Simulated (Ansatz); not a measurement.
Consider the formal exchange of groups at a Ge–Si bond: `O[SiH](S)[GeH3]` + `[OH][GeH3]` → `[OH][GeH2][GeH3]` + `O[SiH2]S`.

Gas-phase electronic energies from Ansatz, PBE0-D4/def2-TZVP geometries. CCSD(T)/CBS adds triple-zeta CCSD(T) − MP2 to the extrapolated MP2 energy (def2 sets, frozen cores). DFT in def2-TZVPP. For Ge outer-core shells are correlated without core-valence functions, which leaves a few kJ/mol of doubt a bond. Scalar relativity is left out up to krypton. Each species was taken in one conformer, which may not be the lowest.

| level | ΔE (kJ/mol) |
| --- | --- |
| PBE | -21.0 |
| SCS-MP2/def2-TZVPP | -24.8 |

Task: What does CCSD(T)/CBS give? (An estimate is asked.)

Result: Ansatz gave: -21.5 kJ/mol. The listed levels differ from it by 0.5, -3.3 kJ/mol.

Largest T1 diagnostic among the species: 0.012.

In def2-TZVPP, CCSD(T) changes the Hartree–Fock value by +5.0 kJ/mol (the triples alone add +1.2 kJ/mol) and MP2 by +3.9 kJ/mol. The D4 term adds +4.0 kJ/mol with B3LYP and +2.2 kJ/mol with PBE0; it sums over pairs of atoms, weighted by their polarisabilities, and B3LYP, whose exchange is more repulsive, gets the larger term.

B3LYP here is the variant with VWN-RPA as its local correlation; programs differ in this.
